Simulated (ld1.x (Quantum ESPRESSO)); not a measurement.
**u(r) = r·R(r): atom against pseudo-atom (titanium (Ti))**

Columns: radius, all-electron u(r) and pseudo u(r) of the 4s shell (level -4.47 eV) of titanium in the configuration [Ne] 3s2 3p6 3d2 4s2 4p0; PBE, scalar-relativistic, TM scheme, ld1.x (Quantum ESPRESSO) 7.5.

| r (bohr) | all-electron | pseudo |
| --- | --- | --- |
| 0.158 | -0.1204 | -0.0154 |
| 0.315 | -0.0925 | -0.0316 |
| 0.473 | 0.1037 | -0.0496 |
| 0.630 | 0.2330 | -0.0701 |
| 0.788 | 0.2568 | -0.0945 |
| 0.945 | 0.2014 | -0.1234 |
| 1.102 | 0.1028 | -0.1579 |
| 1.260 | -0.0127 | -0.1989 |
| 1.418 | -0.1274 | -0.2461 |
| 1.575 | -0.2316 | -0.2981 |
| 1.732 | -0.3219 | -0.3532 |
| 1.890 | -0.3975 | -0.4086 |
| 2.047 | -0.4578 | -0.4598 |
| 2.205 | -0.5049 | -0.5042 |
| 2.362 | -0.5396 | -0.5390 |
| 2.520 | -0.5640 | -0.5638 |
| 2.678 | -0.5791 | -0.5791 |
| 2.835 | -0.5862 | -0.5862 |
| 2.992 | -0.5865 | -0.5865 |
| 3.150 | -0.5810 | -0.5810 |
| 3.308 | -0.5708 | -0.5708 |
| 3.465 | -0.5568 | -0.5568 |
| 3.622 | -0.5397 | -0.5397 |
| 3.780 | -0.5202 | -0.5202 |
| 3.938 | -0.4989 | -0.4989 |
| 4.095 | -0.4766 | -0.4766 |

Q: How many radial nodes do the two functions have?

A: The all-electron 4s function has n − l − 1 = 3 (the table is too coarse to show those close to the nucleus); the pseudo-wave has 0, since the states of the same l below it are removed with the core.

Q: At about which radius was the pseudo-wave matched?

A: 2.90 bohr. The columns agree to 0.0005 from 2.52 bohr on; several derivatives are matched, so the curves merge somewhat inside the radius.

Q: Where does each function peak?

A: Outermost all-electron maximum near 2.99 bohr, pseudo maximum near 2.99 bohr (to the table’s step).

Q: Is the pseudo-wave norm-conserving?

A: Yes: the TM scheme keeps the norm inside the radius equal to the all-electron one, which fixes the energy derivative of the logarithmic derivative at the level.
